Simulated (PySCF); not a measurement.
Compound: CH5F2NSi.
Numbering: `[CH3:1][NH:2][SiH:3]([F:4])[F:5]` (hydrogens: H6, H7, H8 on C1; H9 on N2; H10 on Si3)

Computed with PBE0-D3(BJ)/def2-SVP geometry optimisation, gas phase (PySCF).

Q: List the bond lengths, angles and torsions at this level.

A: 
| bond | length (bohr) | order |
| --- | --- | --- |
| C1–N2 | 2.731 | single |
| N2–Si3 | 3.205 | single |
| Si3–F4, Si3–F5 | 3.050 | single |
| C1–H6, C1–H7, C1–H8 | 2.084 | single |
| N2–H9 | 1.915 | single |
| Si3–H10 | 2.794 | single |

Bonds in one row agree within 0.02 bohr and their mean is given. Orders are formal, as drawn. A selection of angles:
| angle | degrees |
| --- | --- |
| N2–C1–H6 | 113.2 |
| N2–C1–H7 | 111.5 |
| N2–C1–H8 | 109.8 |
| H6–C1–H7 | 107.8 |
| C1–N2–Si3 | 126.2 |
| C1–N2–H9 | 115.4 |
| Si3–N2–H9 | 118.3 |
| N2–Si3–F4 | 107.3 |
| N2–Si3–H10 | 119.0 |
| F4–Si3–F5 | 109.8 |
| F4–Si3–H10 | 106.6 |
| F5–Si3–H10 | 105.6 |

Torsions: C1–N2–Si3–F4 -158° (antiperiplanar). The mirror-image conformer, all signs reversed, is as good.

N2 (silicon-bound nitrogen) is planar (angles 126.2°, 118.3° and 115.4°, sum 359.9°, 0.03 Å off the plane of its three neighbours). Of the pairs four or more bonds apart, F5···H8 is among the closest relative to their van der Waals radii: 2.71 Å, 102 % of the sum of Bondi's values. Si3 (fluorine-bound silicon) is distorted tetrahedral (angles from 105.6° to 119.0°).

Point group: C1 (no symmetry element, even within 0.4 Å). Stationary, but not proved a minimum. The numbers are those of one conformer.

Hardware: one thread, Arm Neoverse V1 (aarch64), on a shared host. Cost: 30 s wall, 0.40 GiB resident at most. These figures are those of the optimisation.
